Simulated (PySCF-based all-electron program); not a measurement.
Forces on GaH₄N, singlet by several functionals

All-electron Kohn–Sham DFT on the free molecule, computed near the basis limit with an in-house program on PySCF integrals; the spin-free Dirac equation, no spin–orbit coupling, spin-restricted. Forces are good to about 0.020 eV/Å. In part, the full relativistic part was added along one bond alone. Atoms are numbered as listed.

```xyz
6

Ga    0.0000    0.0000    0.0000
N     0.0000    0.0000    1.6380
H     1.3841    0.0000   -0.7515
H    -1.3841    0.0000   -0.7515
H     0.8398    0.0000    2.2045
H    -0.8398    0.0000    2.2045
```

PBE forces:

```json
{"atom": "Ga1", "Fx": "0.000", "Fy": "0.000", "Fz (eV/Å)": "-6.520"}
{"atom": "N2", "Fx": "0.000", "Fy": "0.000", "Fz (eV/Å)": "5.996"}
{"atom": "H3", "Fx": "-0.192", "Fy": "0.000", "Fz (eV/Å)": "0.093"}
{"atom": "H4", "Fx": "0.192", "Fy": "0.000", "Fz (eV/Å)": "0.093"}
{"atom": "H5", "Fx": "-0.063", "Fy": "0.000", "Fz (eV/Å)": "0.169"}
{"atom": "H6", "Fx": "0.063", "Fy": "0.000", "Fz (eV/Å)": "0.169"}
```

Task: What forces does r2SCAN give?

Result: The forces move by 0.242 eV/Å (r.m.s. over the atoms) from PBE.

| atom | Fx | Fy | Fz (eV/Å) |
| --- | --- | --- | --- |
| Ga1 | 0.000 | 0.000 | -6.367 |
| N2 | 0.000 | 0.000 | 6.000 |
| H3 | -0.378 | 0.000 | 0.195 |
| H4 | 0.378 | 0.000 | 0.195 |
| H5 | -0.357 | 0.000 | -0.012 |
| H6 | 0.357 | 0.000 | -0.012 |
